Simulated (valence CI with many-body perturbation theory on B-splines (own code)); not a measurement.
Values are calculated unless marked as measured or tabulated.
# K¹⁴⁺: what the settings do

Method: configuration interaction combined with many-body perturbation theory (CI+MBPT): three valence electrons over a frozen Dirac-Fock core [He], radial functions for each j: 6 s, 6 p, 5 d, 3 f, 1 g, with the one-electron correlation potential Σ1 (screened to all orders), the two-electron term Σ2, the three-electron term Σ3, Breit, model QED; selected single and double excitations, second order for the rest, scaled by the run's own slope (own B-spline code, finite nucleus).

No measured levels were compared; by estimate levels of excited configurations hold to 0.05 to 0.15 % of their energy, terms of the ground configuration to about 0.5 %.

The reference run has the lowest level 2s2 2p 2P°_1/2 and an ionisation energy of 860.915 eV. Its largest variational space holds 4098 state functions.

Changed runs:
A. core polarisation of operators on → off
B. lowest core n in screening and Σ2 1 → 1
C. correlating orbitals by l 3 3 3 2 1 → 4 4 0 0 0; shift of the energy in Σ1 (hartree) 0 → -2.408
D. closed core [He] → [He] 2s1 (bad on purpose)

Excitation energies of the reference run in cm⁻¹, and shifts in cm⁻¹:

```csv
Level,Reference,A,B,C
2s2 2p 2P°_3/2,29007,0,0,-6.5
2s 2p2 4P_1/2,247871,0,0,-2759
2s 2p2 4P_3/2,259100,0,0,-2782
2s 2p2 4P_5/2,273717,0,0,-2756
2s 2p2 2D_3/2,444224,0,0,+3374
2s 2p2 2D_5/2,445849,0,0,+3317
2s 2p2 2S_1/2,553427,0,0,+3525
2s 2p2 2P_1/2,588798,0,0,+4839
2s 2p2 2P_3/2,599561,0,0,+5464
2p3 4S°_3/2,774925,0,0,-1155
2p3 2D°_3/2,874606,0,0,+5030
2p3 2D°_5/2,877717,0,0,+4979
Ionisation energy (eV),860.915,0,0,-0.573
```

No effect on these energies: A, B.

Run D: It gave no result: the perturbation theory needs a core of closed shells. The program said: "the core must hold closed shells only".
